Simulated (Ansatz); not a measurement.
Relaxing a trial structure of C4H10OSi

The starting geometry of this gas-phase singlet was optimised with GFN2-xTB; its bonds are those of `OC1([SiH3])CCC1`.

```yaml
atoms:
  - { symbol: C, position_ang: [-0.5019, -0.3712, -1.1407] }
  - { symbol: C, position_ang: [0.9486, 0.0949, -0.9224] }
  - { symbol: C, position_ang: [0.9186, -0.5323, 0.4763] }
  - { symbol: C, position_ang: [-0.3554, -1.2938, 0.0906] }
  - { symbol: O, position_ang: [-0.6535, -1.0415, -2.3877] }
  - { symbol: Si, position_ang: [-1.8211, 1.0034, -0.9981] }
  - { symbol: H, position_ang: [-1.4784, -1.5363, -2.3701] }
  - { symbol: H, position_ang: [-1.6745, 1.8941, -2.1446] }
  - { symbol: H, position_ang: [-1.6443, 1.7184, 0.2656] }
  - { symbol: H, position_ang: [-3.1314, 0.3420, -1.0231] }
  - { symbol: H, position_ang: [1.1343, 1.1654, -0.9792] }
  - { symbol: H, position_ang: [1.6226, -0.4214, -1.6030] }
  - { symbol: H, position_ang: [1.7779, -1.1407, 0.7500] }
  - { symbol: H, position_ang: [0.7412, 0.2036, 1.2580] }
  - { symbol: H, position_ang: [-1.1717, -1.2818, 0.8120] }
  - { symbol: H, position_ang: [-0.1503, -2.3228, -0.2037] }
```

Problem. Predict what it relaxes into with r2SCAN-D4/def2-SVP.

Solution. It keeps its bonds, and is `OC1([SiH3])CCC1`.

The energy falls by 0.11 eV over 9 steps:

| step | E − E(last) (eV) |
| --- | --- |
| 1 | 0.107 |
| 2 | 0.029 |
| 3 | 0.015 |
| 4 | 0.003 |
| 5 | 0.001 |
| 6 | 0.000 |
| 7 | 0.000 |
| 8 | 0.000 |
| 9 | 0.000 |

Final geometry (Å):

```yaml
atoms:
  - { symbol: C, position_ang: [-0.4991, -0.4189, -1.1559] }
  - { symbol: C, position_ang: [0.9627, 0.0416, -0.9627] }
  - { symbol: C, position_ang: [0.8878, -0.4505, 0.5002] }
  - { symbol: C, position_ang: [-0.3180, -1.3273, 0.0954] }
  - { symbol: O, position_ang: [-0.7058, -1.0584, -2.4086] }
  - { symbol: Si, position_ang: [-1.7817, 0.9804, -0.9529] }
  - { symbol: H, position_ang: [-1.6062, -1.4133, -2.4184] }
  - { symbol: H, position_ang: [-1.5964, 1.9999, -2.0271] }
  - { symbol: H, position_ang: [-1.6952, 1.6469, 0.3845] }
  - { symbol: H, position_ang: [-3.1438, 0.3725, -1.0963] }
  - { symbol: H, position_ang: [1.2286, 1.0925, -1.1661] }
  - { symbol: H, position_ang: [1.6065, -0.6117, -1.5753] }
  - { symbol: H, position_ang: [1.7724, -0.9590, 0.9122] }
  - { symbol: H, position_ang: [0.5961, 0.3550, 1.1926] }
  - { symbol: H, position_ang: [-1.1551, -1.4456, 0.8049] }
  - { symbol: H, position_ang: [0.0078, -2.3242, -0.2468] }
```

The end wasn't checked by frequencies. Run with Ansatz 0.2.0, 2.2 min on 2 threads of AMD EPYC (Zen 3) (shared host).
